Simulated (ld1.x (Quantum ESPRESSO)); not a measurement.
What one change does to a pseudopotential (sulfur, TM)

ld1.x (Quantum ESPRESSO) 7.5 input, shortened:

```
&input
   title='S', zed=16., rel=0, dft='PBE', iswitch=3,
   config='[Ne] 3s2 3p3'
 /
 &inputp
   pseudotype=2, tm=.true., lloc=0,
   nlcc=.false.
 /
2
3P  2  1   3.00   0.00  1.65  1.65  0.0
3S  1  0   2.00   0.00  1.35  1.35  0.0
 &test
   configts(1)='3s2 3p3'
 /
```

Change: all radii scaled by about 1.36 (s 1.84, p 2.24 bohr).

Cutoffs: the cutoffs (Ry, on a coarse ladder) from which the occupation-weighted sum of valence levels, in a spherical-Bessel basis at the reference potential, stays within 10 and 1 mRy of its value at 400 Ry; they do not see the model core or the augmentation charge, which bear on the density cutoff. Errors are all-electron minus pseudo energies relative to the spin-unpolarised reference configuration.

Question: What does the change do?

Answer: The potential gets softer (40 Ry and 60 Ry → 21 Ry and 45 Ry); of the 7 tests that both files solve, the error grows in 7 and shrinks in 0 by more than 15 % and 0.3 meV (median size 3.8 → 9.4 meV); neither file shows a bound ghost. A larger radius leaves more room for a smooth pseudo-wave, so fewer plane waves are needed. More of the atom is replaced by a form fitted at one configuration, so other configurations suffer.

| quantity | base | changed |
| --- | --- | --- |
| cutoff, loose | 40 Ry | 21 Ry |
| cutoff, tight | 60 Ry | 45 Ry |
| loose cutoff by channel (10 mRy a level) | p 10 Ry, s 21 Ry | p 10 Ry, s 18 Ry |
| bound ghosts | none | none |
| error for 3s2 3p4, meV [ΔE -11.78 eV] | +2.7 | +6.4 |
| error for 3s2 3p2, meV [ΔE 22.30 eV] | +7.4 | +13 |
| error for 3s2 3p1, meV [ΔE 56.35 eV] | +45 | +64 |
| error for 3s2 3p4.3, meV [ΔE -13.50 eV] | +3.8 | +9.4 |
| error for 3s2 3p3.5, meV [ΔE -7.12 eV] | +0.9 | +2.0 |
| error for 3s1 3p4, meV [ΔE 10.74 eV] | +0.3 | +5.3 |
| error for 3s2 3p0, meV [ΔE 103.15 eV] | +150 | +178 |
